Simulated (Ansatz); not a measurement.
`[CH3][GeH]([OH])[Cl]` + H–F → `[CH3][GeH]([F])[Cl]` + H₂O at 500 K and 1 bar (ligand exchange at a Ge–O bond).

Isolated molecules relaxed with PBE0-D4/def2-TZVP in Ansatz; ΔE leaves out vibrations. CBS: MP2 limit from def2 TZ/QZ plus the TZ coupled-cluster correction, frozen cores. This one scheme is used for every species. For Ge outer-core shells are correlated without core-valence functions, which leaves a few kJ/mol of doubt a bond. Scalar relativity is left out up to krypton. One conformer a species, not always the lowest.

| species | CCSD(T)/CBS energy (Eh) | H − E (kJ/mol) | S (J/(mol·K)) |
| --- | --- | --- | --- |
| `[CH3][GeH]([OH])[Cl]` | -2652.20691 | 201.0 | 404.9 |
| H–F | -100.39570 | 39.4 | 188.7 |
| `[CH3][GeH]([F])[Cl]` | -2676.23424 | 167.2 | 389.3 |
| H₂O | -76.37941 | 73.2 | 206.3 |

H − E and S are ideal-gas, rigid-rotor, harmonic terms from PBE0-D4/def2-TZVP, for one conformer and one mirror image of each species. 1 Eh = 2625.50 kJ/mol, R = 8.31446 J/(mol·K).

**Question.** By hand: ΔE, ΔH, ΔS and ΔG.

**Answer.** ΔE = (-2676.23424) + (-76.37941) − (-2652.20691) − (-100.39570) = -0.01104 Eh = -29.0 kJ/mol. Δ(H − E) = 167.2 + 73.2 − 201.0 − 39.4 = 0.0, so ΔH = -29.0 kJ/mol. ΔS = 389.3 + 206.3 − 404.9 − 188.7 = 2.0 J/(mol·K). ΔG = -29.0 − 500 × (2.0)/1000 = -30.0 kJ/mol.

**Question.** By hand: the equilibrium constant, and the temperature at which ΔG would vanish if ΔH and ΔS stayed fixed.

**Answer.** log₁₀ K = −ΔG/(RT ln 10) = 3.1. ΔH and −TΔS have one sign here, so there is no such temperature. One of them is within its doubt of zero, so this could turn.

The number of gas molecules stays the same, so ΔS is small and ΔH decides. A doubt of 5 kJ/mol in ΔE shifts log₁₀ K by 0.5 here. Other conformers and mirror images would add mixing entropy, several J/(mol·K) or more a flexible species. These are equilibria of isolated gas molecules and say nothing of rates. Largest T1 diagnostic: 0.011 (customary marks: 0.02 for closed shells, 0.045 for open ones).
